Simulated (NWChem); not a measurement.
System: CH6BeO2Si; SMILES [SiH3][O][Be][O]C

Excerpt of the output:

```
             Northwest Computational Chemistry Package (NWChem) 7.3.0
             --------------------------------------------------------

                             Geometry "geometry" -> ""
                             -------------------------

 Output coordinates in angstroms (scale by  1.889725989 to convert to a.u.)

  No.       Tag          Charge          X              Y              Z
 ---- ---------------- ---------- -------------- -------------- --------------
    1 Be                   4.0000    -0.51253300     0.08227300     0.33458200
    2 O                    8.0000    -1.65103500     0.34517800     1.08516200
    3 C                    6.0000    -2.74563100     0.71264000     1.82415000
    4 H                    1.0000    -2.52884200     1.58961400     2.46118600
    5 H                    1.0000    -3.60051000     0.97650700     1.17516600
    6 H                    1.0000    -3.07486800    -0.10673000     2.48856700
    7 O                    8.0000     0.65030700    -0.18950400    -0.43236000
    8 Si                  14.0000     2.00372700    -0.46798100    -1.31770200
    9 H                    1.0000     1.72894600    -1.47064500    -2.39277600
   10 H                    1.0000     3.09967300    -0.99580000    -0.44771900
   11 H                    1.0000     2.47972900     0.79579800    -1.96109100

 Effective nuclear repulsion energy (a.u.)     182.7112492444

  xc_inp: hfexch multiplicative factor not found.
                              NWChem Property Module
                              ----------------------

  itol2e modified to match energy
  convergence criterion.

                                 NWChem DFT Module
                                 -----------------

 Summary of "ao basis" -> "ao basis" (spherical)
 ------------------------------------------------------------------------------
       Tag                 Description            Shells   Functions and Types
 ---------------- ------------------------------  ------  ---------------------
 Be                         def2-svp                 5        9   3s2p
 O                          def2-svp                 6       14   3s2p1d
 C                          def2-svp                 6       14   3s2p1d
 H                          def2-svp                 3        5   2s1p
 Si                         def2-svp                 8       18   4s3p1d

  itol2e modified to match energy
  convergence criterion.

[...]

          -----------------------
          Electric field gradient
          -----------------------

 1 a.u. = 0.324123 10**(16) esu/cm**3  ( or statvolts/cm**2 ) = 0.97174 10**(22) v/m**2

 ------------------------------------------------------------
   Atom      X         Y         Z
 ------------------------------------------------------------
    1 Be  -0.96855   0.15547   0.63227
 ------------------------------------------------------------

 Electric field gradient in molecular frame (a.u.)
         XX             YY             ZZ             XY             XZ             YZ
 ------------------------------------------------------------------------------------------
        0.074233      -0.065102      -0.009131      -0.038000      -0.098549       0.025070

 Principal components (a.u.) and orientation
 of principal axis w.r.t. absolute frame                      Asymmetry parameter eta
 --------------------------------------------------------------------------------------
        0.149222      -0.074798      -0.074424                       0.002507

        0.815391       0.312607       0.487252
       -0.207776       0.943621      -0.257698
       -0.540340       0.108885       0.834372

 ------------------------------------------------------------
   Atom      X         Y         Z
 ------------------------------------------------------------
    2 O   -3.12000   0.65229   2.05066
 ------------------------------------------------------------

 Electric field gradient in molecular frame (a.u.)
         XX             YY             ZZ             XY             XZ             YZ
 ------------------------------------------------------------------------------------------
       -0.706917       0.609158       0.097759       0.481152       0.993385      -0.322764

 Principal components (a.u.) and orientation
 of principal axis w.r.t. absolute frame                      Asymmetry parameter eta
 --------------------------------------------------------------------------------------
       -1.533048       0.767883       0.765165                       0.001772

        0.800592       0.591620      -0.095072
       -0.261080       0.487214       0.833343
       -0.539342       0.642346      -0.544520

 ------------------------------------------------------------
   Atom      X         Y         Z
 ------------------------------------------------------------
    3 C   -5.18849   1.34669   3.44714
 ------------------------------------------------------------

 Electric field gradient in molecular frame (a.u.)
         XX             YY             ZZ             XY             XZ             YZ
 ------------------------------------------------------------------------------------------
       -0.157194       0.135024       0.022170       0.110982       0.222005      -0.076525

 Principal components (a.u.) and orientation
 of principal axis w.r.t. absolute frame                      Asymmetry parameter eta
 --------------------------------------------------------------------------------------
       -0.344816       0.173821       0.170995                       0.008196

        0.797722      -0.136980       0.587261
       -0.270461       0.789143       0.551457
       -0.538971      -0.598741       0.592469

 ------------------------------------------------------------
   Atom      X         Y         Z
 ------------------------------------------------------------
    4 H   -4.77882   3.00393   4.65097
 ------------------------------------------------------------

[...]
```

Level: Hartree-Fock/def2-SVP. All runs use the structure optimised with PBE0/def2-SVP. NWChem prints the field gradient with the sign opposite to the second derivative of the potential.

Problem. Reconstruct the input file.

Solution. This is not unique; one that fits is the input that was run:
```
start job
memory heap 200 mb stack 900 mb global 1100 mb
geometry units angstroms noautosym nocenter noautoz
  Be    -0.512533     0.082273     0.334582
  O     -1.651035     0.345178     1.085162
  C     -2.745631     0.712640     1.824150
  H     -2.528842     1.589614     2.461186
  H     -3.600510     0.976507     1.175166
  H     -3.074868    -0.106730     2.488567
  O      0.650307    -0.189504    -0.432360
  Si     2.003727    -0.467981    -1.317702
  H      1.728946    -1.470645    -2.392776
  H      3.099673    -0.995800    -0.447719
  H      2.479729     0.795798    -1.961091
end
basis spherical
  * library def2-svp
end
dft
  xc hfexch
  iterations 150
end
property
  efieldgrad
end
task dft property
```
